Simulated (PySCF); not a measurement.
# F²⁺ (fluorine, charge +2): CAM-B3LYP calculation

Configuration: [He] 2s2 2p3, high-spin 4S determinant. All numbers are calculated (PySCF 2.14, no relativity, point nucleus, in aug-cc-pVTZ with one added diffuse shell each of s, p, d, f type (6s5p4d3f, 62 functions)).

| Property | Result |
| --- | --- |
| Total energy | -97.7868 hartree |
| One-electron energy | -126.1590 hartree |
| Hartree (Coulomb) energy | 37.7450 hartree |
| Exchange-correlation energy | -9.3727 hartree |
| Kinetic energy | 97.45502 hartree |
| ⟨S²⟩ | 3.7517 |
| ⟨L²⟩ | 0.000 |
| Sum of ⟨r⟩ | 4.847 bohr |
| Sum of ⟨r²⟩ | 5.058 bohr² |
| Density at the nucleus (Gaussians lack the cusp) | 434 bohr⁻³ |
| Spin density at the nucleus | -0.0363 bohr⁻³ |
| Langevin diamagnetic susceptibility | -4.01 ×10⁻⁶ cm³/mol |

```json
{"shell": "1s α", "electrons": "1", "mean orbital energy (eV)": "-723.69", "rms radius, mean of both spins (bohr)": "0.205"}
{"shell": "1s β", "electrons": "1", "mean orbital energy (eV)": "-720.53", "rms radius, mean of both spins (bohr)": "0.205"}
{"shell": "2s α", "electrons": "1", "mean orbital energy (eV)": "-76.008", "rms radius, mean of both spins (bohr)": "1.01"}
{"shell": "2s β", "electrons": "1", "mean orbital energy (eV)": "-67.462", "rms radius, mean of both spins (bohr)": "1.01"}
{"shell": "2p α", "electrons": "3", "mean orbital energy (eV)": "-56.190", "rms radius, mean of both spins (bohr)": "0.987"}
```
